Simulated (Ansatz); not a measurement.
`C[CH2][Al]([F])[F]` and `CCB(F)F` differ in one element.

Ansatz, PBE0-D4/def2-TZVP geometries, multiplicity 1. Each molecule was computed in one conformer, which needn't be the lowest.

```csv
property,`C[CH2][Al]([F])[F]`
size of the dipole moment (ωB97M-V/def2-TZVPP) / D,2.29
zero-point energy (PBE0-D4/def2-TZVP) / kJ/mol,183.5
HOMO energy (B3LYP/def2-TZVPP) / eV,-8.31
size of the dipole moment (PBE/def2-TZVPP) / D,2.32
LUMO energy (B3LYP/def2-TZVPP) / eV,-0.86
HOMO energy (ωB97M-V/def2-TZVPP) / eV,-10.75
```

(1) What does the change do to each property? (Best estimate.)

Answers

(1) The calculation gave: 
```csv
property,`CCB(F)F`,shift
size of the dipole moment (ωB97M-V/def2-TZVPP) / D,1.66,-0.63
zero-point energy (PBE0-D4/def2-TZVP) / kJ/mol,197.2,13.7
HOMO energy (B3LYP/def2-TZVPP) / eV,-9.23,-0.92
size of the dipole moment (PBE/def2-TZVPP) / D,1.59,-0.73
LUMO energy (B3LYP/def2-TZVPP) / eV,0.09,0.95
HOMO energy (ωB97M-V/def2-TZVPP) / eV,-11.76,-1.01
```

With PBE0 the HOMO falls by 0.93 eV and the LUMO rises by 0.91 eV, so the gap widens by about 1.84 eV. PBE moves the HOMO by -0.72 eV and ωB97M-V by -1.01 eV. Dipoles are sizes alone; their direction can turn.

B3LYP here is the variant with VWN-RPA as its local correlation; programs differ in this.
